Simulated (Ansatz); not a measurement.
Coupled-cluster diagnostics for [WS4]2- (WS4²⁻), Ansatz.

Geometry of the singlet (PBE0-D4/def2-SVPD):

```
atom   x (Å)   y (Å)   z (Å)
  W1   0.000   0.000   0.000
  S2  -0.704  -2.075   0.348
  S3   1.266   0.056  -1.821
  S4   1.187   0.680   1.747
  S5  -1.748   1.338  -0.273
```

In the def2 sets W takes a core potential; there is no spin–orbit coupling. Correlated methods freeze 20 core orbitals; core or outer-core shells of W are correlated, in sets that lack core-valence functions. A multiply charged anion in the gas phase is held together partly by the finite basis. Removing one electron lowers the energy by 0.33 eV at PBE0-D4/def2-TZVPD, so it isn't bound.

Estimate the CCSD(T) correlation energy, the shares of MP2 and (T), T1 and the reference's ⟨S²⟩ for: charge -2, singlet, own geometry in def2-SVPD; charge -1, doublet, vertical in def2-SVPD; and the rough time on 2 threads of Intel Xeon Platinum 8375C on a shared host.


```
                           state      basis  correlation (eV)  MP2 share (%)  (T) share (%)     T1  ⟨S²⟩ (pure)  wall time            remarks
charge -2, singlet, own geometry  def2-SVPD           -27.530           98.3            6.6  0.023  0.00 (0.00)       29 s                  –
    charge -1, doublet, vertical  def2-SVPD           -26.748           93.6            6.5  0.048  1.37 (0.75)    1.9 min  spin-contaminated
```
Customary marks for T1 are 0.02 (closed shells), 0.045 (open shells) and about 0.05 (3d metals). T1 exceeds 0.02 in 2 of 2 rows and 0.045 in 1; the higher it lies, the less the single-reference result can be trusted.
